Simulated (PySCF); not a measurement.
**Telling isomers of C7H8O2 apart by NMR**

- geometry: GFN2-xTB
- shieldings: GIAO PBE0/pcSseg-1
- run in PySCF
- one conformer, rapidly exchanging positions averaged, no relativistic terms, no solvent

References, each an isolated molecule treated in the same way: ¹H, ¹³C against TMS. Where no couplings were computed, multiplicities follow the n + 1 count of equivalent neighbours, and m marks all less simple cases (inequivalent or close neighbours, rings, F or P nearby). Shifts are as computed. Against solution values, carbons near 30 ppm lie about +3 ppm off and those near 130 ppm about +5 ppm. Of 1211 compounds with measured shifts, 218 miss one by over three times the rms of a fit or turn the order of signals round; such compounds aren't used in these exercises.

(1) Tabulate the signals of `C#C[C@H]1CCC(=O)OC1`, `CO[C@@H]1C[C@@H]1C#CC=O`, `C=C(C)C=C(C=O)C=O`, `CCC1C(=O)C=CC1=O` and their relative energies.

(2) What is the quickest way to tell C#C[C@H]1CCC(=O)OC1 from C=C(C)C=C(C=O)C=O?

(3) What is the quickest way to tell C#C[C@H]1CCC(=O)OC1 from CO[C@@H]1C[C@@H]1C#CC=O?

(4) What is the quickest way to tell CO[C@@H]1C[C@@H]1C#CC=O from C=C(C)C=C(C=O)C=O?

## Answers

(1) 
| SMILES | carbon types | δC | δH | E rel. (kcal/mol) |
| --- | --- | --- | --- | --- |
| C#C[C@H]1CCC(=O)OC1 | 2×C 2×CH 3×CH2 | 169.6, 86.8, 79.0, 74.6, 33.1, 32.9, 28.2 | 4.66 (m, 1H), 4.22 (m, 1H), 2.63 (m, 1H), 2.57 (m, 1H), 2.46 (m, 1H), 2.13 (m, 1H), 1.77 (m, 1H), 1.61 (d, 1H) | 29.7 |
| CO[C@@H]1C[C@@H]1C#CC=O | 2×C 3×CH 1×CH2 1×CH3 | 179.5, 109.5, 86.3, 66.1, 60.5, 21.5, 10.6 | 9.39 (s, 1H), 3.66 (s, 3H), 3.35 (m, 1H), 1.45 (m, 1H), 1.31 (m, 1H), 1.27 (m, 1H) | 72.9 |
| C=C(C)C=C(C=O)C=O | 2×C 3×CH 1×CH2 1×CH3 | 198.4, 194.9, 159.8, 150.4, 145.2, 136.8, 26.3 | 10.81 (s, 1H), 10.09 (s, 1H), 7.88 (s, 1H), 6.35 (m, 1H), 6.32 (m, 1H), 2.31 (s, 3H) | 29.7 |
| CCC1C(=O)C=CC1=O | 2×C 3×CH 1×CH2 1×CH3 | 211.8, 155.4, 53.5, 29.3, 14.6 | 7.24 (s, 2H), 2.04 (m, 1H), 1.59 (m, 2H), 1.38 (t, 3H) | 0.0 |

Energies are electronic energies at PBE0/pcSseg-1 on these geometries, without zero-point or thermal terms, each for the one conformer computed, which needn't be the lowest.

(2) Both give the same number of carbon signals, but DEPT or the intensities differ. The first has a terminal alkyne carbon (CH) at 79.0 ppm, the second an aldehyde carbonyl carbon (CH) at 198.4 ppm. Their most deshielded carbons lie at 169.6 and 198.4 ppm. In the proton spectra the most deshielded non-exchanging signals are 4.66 (m, 1H) and 10.81 (s, 1H).

(3) Both give the same number of carbon signals, but DEPT or the intensities differ. The first has an ester carbonyl carbon (C) at 169.6 ppm, the second an aldehyde carbonyl carbon (CH) at 179.5 ppm. In the proton spectra the most deshielded non-exchanging signals are 4.66 (m, 1H) and 9.39 (s, 1H).

(4) Both give the same number of carbon signals, with the same numbers of each carbon type, so the positions decide. The first has a three-membered-ring carbon (CH) at 66.1 ppm, the second a terminal =CH2 carbon at 145.2 ppm. Their most deshielded carbons lie at 179.5 and 198.4 ppm. In the proton spectra the most deshielded non-exchanging signals are 9.39 (s, 1H) and 10.81 (s, 1H).
